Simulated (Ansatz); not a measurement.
Gas-phase electronic energies from Ansatz, PBE0-D4/def2-TZVP geometries. CCSD(T)/CBS is the MP2 limit (def2-TZVPP, def2-QZVPP) plus CCSD(T) − MP2 in def2-TZVPP, frozen cores. This one scheme is used for every species. Functionals use def2-TZVPP. B3LYP here is the variant with VWN-RPA as its local correlation; programs differ in this. Each species was taken in one conformer, which may not be the lowest.

`NB(F)Cl` + `BO` → `BOB(N)Cl` + H–F  (ligand exchange at a B–F bond)

| level | ΔE (kJ/mol) | difference from CCSD(T)/CBS |
| --- | --- | --- |
| r2SCAN-D4 | 42.7 | 10.8 |
| B3LYP-D4 | 39.0 | 7.1 |
| BHLYP-D4 | 37.2 | 5.3 |
| CAM-B3LYP-D4 | 41.4 | 9.5 |
| ωB97X-V | 41.0 | 9.1 |
| ωB97M-V | 40.6 | 8.7 |
| revPBE | 48.8 | 16.9 |
| r2SCAN0 | 40.9 | 9.0 |
| CAM-B3LYP | 45.7 | 13.8 |
| LC-ωPBE | 44.1 | 12.2 |
| HF/def2-SVP | 48.1 | 16.2 |
| CCSD/def2-SVP | 49.8 | 17.9 |
| MP2/def2-TZVPP | 33.7 | 1.8 |
| CCSD/def2-TZVPP | 37.8 | 5.9 |
| MP2/def2-QZVPP | 30.7 | -1.2 |
| CCSD/CBS(def2) | 32.8 | 0.9 |
| CCSD(T)/CBS | 31.9 | 0 |

Largest T1 diagnostic among the species: 0.014.

From r2SCAN to r2SCAN0 (25 % exact exchange), in def2-TZVPP and without D4, ΔE moves by −3.1 kJ/mol. Leaving LDA and LC-ωPBE aside and taking each functional with its dispersion term where it has one, the values, not all of them listed here, spread over 7.3 kJ/mol, from PBE-QIDH to B97M-V. LDA lies −6.2 kJ/mol from PBE without D4. In def2-TZVPP, CCSD(T) changes the Hartree–Fock value by −6.7 kJ/mol (the triples alone add −0.9 kJ/mol) and MP2 by −9.8 kJ/mol.
